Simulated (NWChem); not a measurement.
System: C3H4Cl2; SMILES C1CC1(Cl)Cl

Excerpt of the output:

```
             Northwest Computational Chemistry Package (NWChem) 7.3.0
             --------------------------------------------------------

 C2V symmetry detected

                             Geometry "geometry" -> ""
                             -------------------------

 Output coordinates in angstroms (scale by  1.889725989 to convert to a.u.)

  No.       Tag          Charge          X              Y              Z
 ---- ---------------- ---------- -------------- -------------- --------------
    1 Cl                  17.0000    -1.45358237     0.00000000     0.77491696
    2 C                    6.0000     0.00000000     0.00000000    -0.21027075
    3 Cl                  17.0000     1.45358237     0.00000000     0.77491696
    4 C                    6.0000     0.00000000    -0.75317116    -1.49807214
    5 C                    6.0000     0.00000000     0.75317116    -1.49807214
    6 H                    1.0000     0.90652857    -1.26773399    -1.77717164
    7 H                    1.0000    -0.90652857    -1.26773399    -1.77717164
    8 H                    1.0000     0.90652857     1.26773399    -1.77717164
    9 H                    1.0000    -0.90652857     1.26773399    -1.77717164

 Effective nuclear repulsion energy (a.u.)     276.0155915029

      Symmetry information
      --------------------

 Group name             C2v
 Group number             16
 Group order               4
 No. of unique centers     4

                                Z-matrix (autoz)
                                --------

 Units are Angstrom for bonds and degrees for angles

      Type          Name      I     J     K     L     M      Value
      ----------- --------  ----- ----- ----- ----- ----- ----------
    1 Stretch                  1     2                       1.75599
    2 Stretch                  2     3                       1.75599
    3 Stretch                  2     4                       1.49188
    4 Stretch                  2     5                       1.49188
    5 Stretch                  4     5                       1.50634
    6 Stretch                  4     6                       1.07910
    7 Stretch                  4     7                       1.07910
    8 Stretch                  5     8                       1.07910
    9 Stretch                  5     9                       1.07910
   10 Bend                     1     2     3               111.74388
   11 Bend                     1     2     4               118.96651
   12 Bend                     1     2     5               118.96651
   13 Bend                     2     4     5                59.67875
   14 Bend                     2     4     6               117.64508
   15 Bend                     2     4     7               117.64508
   16 Bend                     2     5     4                59.67875
   17 Bend                     2     5     8               117.64508
   18 Bend                     2     5     9               117.64508
   19 Bend                     3     2     4               118.96651
   20 Bend                     3     2     5               118.96651
   21 Bend                     4     2     5                60.64250
   22 Bend                     4     5     8               118.47939
   23 Bend                     4     5     9               118.47939
   24 Bend                     5     4     6               118.47939
   25 Bend                     5     4     7               118.47939
   26 Bend                     6     4     7               114.29613
   27 Bend                     8     5     9               114.29613
   28 Torsion                  1     2     4     5         108.88932
   29 Torsion                  1     2     4     6        -142.61341
   30 Torsion                  1     2     4     7           0.39205
   31 Torsion                  1     2     5     4        -108.88932
   32 Torsion                  1     2     5     8         142.61341
   33 Torsion                  1     2     5     9          -0.39205
   34 Torsion                  2     4     5     8         107.11241
   35 Torsion                  2     4     5     9        -107.11241
   36 Torsion                  2     5     4     6        -107.11241
   37 Torsion                  2     5     4     7         107.11241
   38 Torsion                  3     2     4     5        -108.88932
   39 Torsion                  3     2     4     6          -0.39205
   40 Torsion                  3     2     4     7         142.61341
   41 Torsion                  3     2     5     4         108.88932
   42 Torsion                  3     2     5     8           0.39205
   43 Torsion                  3     2     5     9        -142.61341
   44 Torsion                  4     2     5     8        -108.49727
   45 Torsion                  4     2     5     9         108.49727
   46 Torsion                  5     2     4     6         108.49727
   47 Torsion                  5     2     4     7        -108.49727
   48 Torsion                  6     4     5     8           0.00000
   49 Torsion                  6     4     5     9         145.77519
   50 Torsion                  7     4     5     8        -145.77519
   51 Torsion                  7     4     5     9           0.00000

                           NWChem Geometry Optimization
                           ----------------------------

 maximum gradient threshold         (gmax) =   0.000450
 rms gradient threshold             (grms) =   0.000300
 maximum cartesian step threshold   (xmax) =   0.001800
 rms cartesian step threshold       (xrms) =   0.001200
 fixed trust radius                (trust) =   0.300000
 source of zmatrix                         =   autoz

          -------------------
          Energy Minimization
          -------------------

 Using diagonal initial Hessian
 Scaling for Hessian diagonals: bonds = 1.00  angles = 0.25  torsions = 0.10

          --------
          Step   0

                                 NWChem DFT Module
                                 -----------------

 Summary of "ao basis" -> "ao basis" (spherical)
 ------------------------------------------------------------------------------
       Tag                 Description            Shells   Functions and Types
 ---------------- ------------------------------  ------  ---------------------
 Cl                         def2-svp                 8       18   4s3p1d
 C                          def2-svp                 6       14   3s2p1d
 H                          def2-svp                 3        5   2s1p

      Symmetry analysis of basis
      --------------------------

        a1         35
        a2         15
        b1         25
        b2         23

            General Information
            -------------------
          SCF calculation type: DFT
          Wavefunction type:  closed shell.
          No. of atoms     :     9
          No. of electrons :    56
           Alpha electrons :    28
            Beta electrons :    28
          Charge           :     0
          Spin multiplicity:     1
          Use of symmetry is: on ; symmetry adaption is: on
          Maximum number of iterations: 150
          AO basis - number of functions:    98
                     number of shells:    46
          Convergence on energy requested:  1.00D-06
          Convergence on density requested:  1.00D-05
          Convergence on gradient requested:  5.00D-04

              XC Information
              --------------
                         PBE0 Method XC Functional
                     Hartree-Fock (Exact) Exchange  0.250
          PerdewBurkeErnzerhof Exchange Functional  0.750
            Perdew 1991 LDA Correlation Functional  1.000 local
           PerdewBurkeErnz. Correlation Functional  1.000 non-local

[...]

      ----------------------
      Optimization converged
      ----------------------

  Step       Energy      Delta E   Gmax     Grms     Xrms     Xmax
  ---- ---------------- -------- -------- -------- -------- --------
@    4   -1036.27294278 -4.1D-07  0.00005  0.00002  0.00023  0.00047
                                     ok       ok       ok       ok

                                Z-matrix (autoz)
                                --------

 Units are Angstrom for bonds and degrees for angles

      Type          Name      I     J     K     L     M      Value     Gradient
      ----------- --------  ----- ----- ----- ----- ----- ---------- ----------
    1 Stretch                  1     2                       1.75844   -0.00003
    2 Stretch                  2     3                       1.75844   -0.00003
    3 Stretch                  2     4                       1.49003    0.00005
    4 Stretch                  2     5                       1.49003    0.00005
    5 Stretch                  4     5                       1.51085    0.00004
    6 Stretch                  4     6                       1.09283    0.00001
    7 Stretch                  4     7                       1.09283    0.00001
    8 Stretch                  5     8                       1.09283    0.00001
    9 Stretch                  5     9                       1.09283    0.00001
   10 Bend                     1     2     3               113.05484    0.00001
   11 Bend                     1     2     4               118.38541   -0.00000
   12 Bend                     1     2     5               118.38541   -0.00000
   13 Bend                     2     4     5                59.53668    0.00000
   14 Bend                     2     4     6               116.95652   -0.00000
   15 Bend                     2     4     7               116.95652   -0.00000
   16 Bend                     2     5     4                59.53668    0.00000
   17 Bend                     2     5     8               116.95652   -0.00000
   18 Bend                     2     5     9               116.95652   -0.00000
   19 Bend                     3     2     4               118.38541   -0.00000
   20 Bend                     3     2     5               118.38541   -0.00000
   21 Bend                     4     2     5                60.92664   -0.00000
   22 Bend                     4     5     8               118.30191   -0.00001
   23 Bend                     4     5     9               118.30191   -0.00001
   24 Bend                     5     4     6               118.30191   -0.00001
   25 Bend                     5     4     7               118.30191   -0.00001
   26 Bend                     6     4     7               115.36358    0.00002
   27 Bend                     8     5     9               115.36358    0.00002
   28 Torsion                  1     2     4     5         108.53209   -0.00000
   29 Torsion                  1     2     4     6        -142.92803   -0.00002
   30 Torsion                  1     2     4     7          -0.00778    0.00001
   31 Torsion                  1     2     5     4        -108.53209    0.00000
   32 Torsion                  1     2     5     8         142.92803    0.00002
   33 Torsion                  1     2     5     9           0.00778   -0.00001
   34 Torsion                  2     4     5     8         106.29529    0.00001
   35 Torsion                  2     4     5     9        -106.29529   -0.00001
   36 Torsion                  2     5     4     6        -106.29529   -0.00001
   37 Torsion                  2     5     4     7         106.29529    0.00001
   38 Torsion                  3     2     4     5        -108.53209    0.00000
   39 Torsion                  3     2     4     6           0.00778   -0.00001
   40 Torsion                  3     2     4     7         142.92803    0.00002
   41 Torsion                  3     2     5     4         108.53209   -0.00000
   42 Torsion                  3     2     5     8          -0.00778    0.00001
   43 Torsion                  3     2     5     9        -142.92803   -0.00002
   44 Torsion                  4     2     5     8        -108.53988    0.00002
   45 Torsion                  4     2     5     9         108.53988   -0.00002
   46 Torsion                  5     2     4     6         108.53988   -0.00002
   47 Torsion                  5     2     4     7        -108.53988    0.00002
   48 Torsion                  6     4     5     8           0.00000   -0.00000
   49 Torsion                  6     4     5     9         147.40941   -0.00001
   50 Torsion                  7     4     5     8        -147.40941    0.00001
   51 Torsion                  7     4     5     9           0.00000   -0.00000

[...]

 Rotational Constants
 --------------------
 A=   0.132997 cm-1  (  0.191348 K)
 B=   0.096803 cm-1  (  0.139275 K)
 C=   0.064731 cm-1  (  0.093131 K)

 Temperature                      =   298.15K
 frequency scaling parameter      =   1.0000

 Zero-Point correction to Energy  =   39.500 kcal/mol  (  0.062947 au)
 Thermal correction to Energy     =   42.691 kcal/mol  (  0.068032 au)
 Thermal correction to Enthalpy   =   43.283 kcal/mol  (  0.068976 au)

 Total Entropy                    =   72.775 cal/mol-K
   - Translational                =   39.983 cal/mol-K (mol. weight = 109.9690)
   - Rotational                   =   25.673 cal/mol-K (symmetry #  =        2)
   - Vibrational                  =    7.119 cal/mol-K

 Cv (constant volume heat capacity) =   17.892 cal/mol-K
   - Translational                  =    2.979 cal/mol-K
   - Rotational                     =    2.979 cal/mol-K
   - Vibrational                    =   11.933 cal/mol-K

[normal modes left out]

 ----------------------------------------------------------------------------
 Normal Eigenvalue ||           Projected Infra Red Intensities
  Mode   [cm**-1]  || [atomic units] [(debye/angs)**2] [(KM/mol)] [arbitrary]
 ------ ---------- || -------------- ----------------- ---------- -----------
    1       -0.000 ||    0.000497           0.011         0.484       0.571
    2       -0.000 ||    0.000228           0.005         0.222       0.262
    3       -0.000 ||    0.000075           0.002         0.073       0.086
    4       -0.000 ||    0.000199           0.005         0.194       0.229
    5       -0.000 ||    0.000208           0.005         0.203       0.239
    6        0.000 ||    0.000872           0.020         0.850       1.002
    7      274.273 ||    0.001598           0.037         1.558       1.836
    8      296.074 ||    0.000146           0.003         0.143       0.168
    9      298.107 ||    0.000000           0.000         0.000       0.000
   10      411.604 ||    0.000002           0.000         0.002       0.002
   11      518.751 ||    0.014775           0.341        14.404      16.973
   12      728.683 ||    0.054530           1.258        53.158      62.642
   13      769.074 ||    0.011861           0.274        11.562      13.625
   14      902.347 ||    0.000000           0.000         0.000       0.000
   15      947.175 ||    0.000270           0.006         0.263       0.310
   16     1005.466 ||    0.015471           0.357        15.082      17.773
   17     1056.996 ||    0.023580           0.544        22.987      27.088
   18     1077.708 ||    0.000008           0.000         0.008       0.009
   19     1147.177 ||    0.065303           1.507        63.661      75.018
   20     1167.392 ||    0.000000           0.000         0.000       0.000
   21     1296.367 ||    0.013160           0.304        12.829      15.118
   22     1413.946 ||    0.010750           0.248        10.480      12.350
   23     1476.291 ||    0.020059           0.463        19.554      23.043
   24     3160.464 ||    0.001151           0.027         1.122       1.323
   25     3162.613 ||    0.000001           0.000         0.001       0.001
   26     3263.042 ||    0.000000           0.000         0.000       0.000
   27     3270.284 ||    0.000291           0.007         0.283       0.334
 ----------------------------------------------------------------------------
```

Level: PBE0/def2-SVP. 

Task: Write an input that gives this output.

Result: Several could match; the one computed here: the input that was run:
```
start job
memory heap 200 mb stack 900 mb global 1100 mb
geometry units angstroms
  Cl     0.773649    -1.410227     0.060323
  C     -0.293320    -0.016883    -0.000237
  Cl     0.606830     1.489685    -0.059212
  C     -1.576610    -0.121767    -0.753805
  C     -1.581376    -0.060003     0.751263
  H     -1.905638     0.745363    -1.305431
  H     -1.801602    -1.063170    -1.230883
  H     -1.913661     0.849326     1.227892
  H     -1.809624    -0.959209     1.302440
end
basis spherical
  * library def2-svp
end
dft
  xc pbe0
  iterations 150
end
driver
  maxiter 120
end
task dft optimize
task dft freq
```
